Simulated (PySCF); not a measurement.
CH3OS, SMILES C[S]=O, multiplicity 2. Atoms are numbered in the order given.

```xyz
6

C      0.2986     1.3848     0.0000
S     -0.4984    -0.2233     0.0000
O      0.6036    -1.2307     0.0000
H      0.9176     1.4805     0.8934
H     -0.4820     2.1490     0.0000
H      0.9176     1.4805    -0.8934
```
Charge 0, spin multiplicity 2.

Geometry: ωB97X-D3(BJ)/def2-TZVP. The isomer is the one that the SMILES or the coordinates give; other isomers of the formula were not compared.

Level of theory: PBE0/pcH-1 (PySCF).

Unrestricted Kohn–Sham, ⟨S²⟩ = 0.755. Hyperfine tensors hold the contact and dipolar terms, without spin-orbit corrections.

Question: Estimate the hyperfine couplings. (The exact figures need the calculation; the answer reports its results.)

Answer: 
| nucleus | A(iso) (MHz) | A(iso) (G) | dipolar principal values (MHz) |
|---|---|---|---|
| 13C no. 1 | -16.6 | -5.9 | -0.8, 0.1, 0.7 |
| 33S no. 2 | 12.7 | 4.5 | -54.3, -48.8, 103.2 |
| 17O no. 3 | -33.2 | -11.8 | -159.9, 79.0, 80.9 |
| 1H no. 4 | 44.2 | 15.8 | -3.2, -2.6, 5.7 |
| 1H no. 5 | -1.5 | -0.5 | -3.4, -2.4, 5.8 |
| 1H no. 6 | 44.2 | 15.8 | -3.2, -2.6, 5.7 |

Question: And the g tensor (effective nuclear charges for spin-orbit coupling, GIAO)? (The exact figures need the calculation; the answer reports its results.)

Answer: principal values 2.0021, 2.0116, 2.0224; isotropic 2.0120.
